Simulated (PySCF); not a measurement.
A side-by-side comparison of computed properties.

First species: C4H7NO2.
SMILES with atom numbers: `[CH2:1]=[C:2]([O:3][CH3:4])[C:5]([NH2:6])=[O:7]` (hydrogens: H8, H9 on C1; H10, H11, H12 on C4; H13, H14 on N6)

Second species: C4H7NO2.
Z-matrix (Å and degrees, GFN2-xTB geometry), rows numbered from 1:
```
N 
C   1  1.3506
O   2  1.2092  1  123.09
C   2  1.5195  1  114.19  3   179.85
C   4  1.5373  2  114.87  1   -48.07
O   5  1.4304  4   91.38  2   105.03
C   6  1.4305  5   91.66  4    10.54
H   1  1.0059  2  118.88  3    -0.08
H   1  1.0051  2  122.01  3  -179.89
H   4  1.0884  2  108.81  1   179.49
H   5  1.0923  4  117.04  2   -11.21
H   5  1.0942  4  113.90  2  -140.74
H   7  1.0925  4  117.19  2    11.61
H   7  1.0942  4  113.73  2   141.18
```

Levels: wB97X-D/def2-SVPD for dipole moment, HOMO energy, LUMO energy, HOMO–LUMO gap, static isotropic polarisability and electronic spatial extent ⟨r²⟩ about the centre of nuclear charge; TDDFT wB97X-D/def2-SVPD for lowest singlet excitation; TDA wB97X-D/def2-SVPD for lowest triplet excitation (Tamm–Dancoff); GFN2-xTB for rotational constant A and rotational constant C. Geometries: GFN2-xTB. Each species is one conformer at its optimised geometry, gas phase, non-relativistic unless stated. Electronic properties by PySCF.

Dipoles, sizes and rotational constants follow the conformer. The torsions of the flexible species, by atom-mapped SMILES:
- `[CH2:1]=[C:2]([O:3][CH3:4])[C:5]([NH2:6])=[O:7]`: C1–C2–O3–C4 0°, C1–C2–C5–N6 180°, H–N6–C5–C2 0°, H–N6–C5–C2 180°
- `[NH2:1][C:2](=[O:3])[CH:4]1[CH2:5][O:6][CH2:7]1`: N1–C2–C4–C5 -48°, H–N1–C2–O3 0°, H–N1–C2–O3 180°

Values for the first species:

* Dipole moment: 4.26 D
* HOMO energy: -9.00 eV
* LUMO energy: 1.00 eV
* HOMO–LUMO gap: 10.00 eV
* Lowest singlet excitation: 5.06 eV
* Lowest triplet excitation (Tamm–Dancoff): 3.85 eV
* Static isotropic polarisability: 65.3 au
* Electronic spatial extent ⟨r²⟩ about the centre of nuclear charge: 804 bohr²
* Rotational constant A: 5.026 GHz
* Rotational constant C: 1.463 GHz

Q: Estimate the same properties for the second species, and the change in each.

A: 
| property | first | second | second less first |
| --- | --- | --- | --- |
| dipole moment | 4.26 D | 2.23 D | -2.03 D |
| HOMO energy | -9.00 eV | -9.31 eV | -0.31 eV |
| LUMO energy | 1.00 eV | 2.13 eV | +1.13 eV |
| HOMO–LUMO gap | 10.00 eV | 11.44 eV | +1.44 eV |
| lowest singlet excitation | 5.06 eV | 5.64 eV | +0.58 eV |
| lowest triplet excitation (Tamm–Dancoff) | 3.85 eV | 5.18 eV | +1.33 eV |
| static isotropic polarisability | 65.3 au | 59.5 au | -5.8 au |
| electronic spatial extent ⟨r²⟩ about the centre of nuclear charge | 804 bohr² | 707 bohr² | -97 bohr² |
| rotational constant A | 5.026 GHz | 5.605 GHz | +0.579 GHz |
| rotational constant C | 1.463 GHz | 1.862 GHz | +0.399 GHz |

On the first: The 8 singlets span 5.06 to 8.22 eV, and their oscillator strengths add up to 0.44. No computed singlet falls in the visible range (750 to 380 nm, 1.65 to 3.26 eV); S1 lies 1.80 eV above its blue end.

On the second: The 8 singlets span 5.64 to 8.22 eV, and their oscillator strengths add up to 0.28. A dipole of 2.23 D is allowed in Cs, and pure rotational transitions are dipole-allowed.
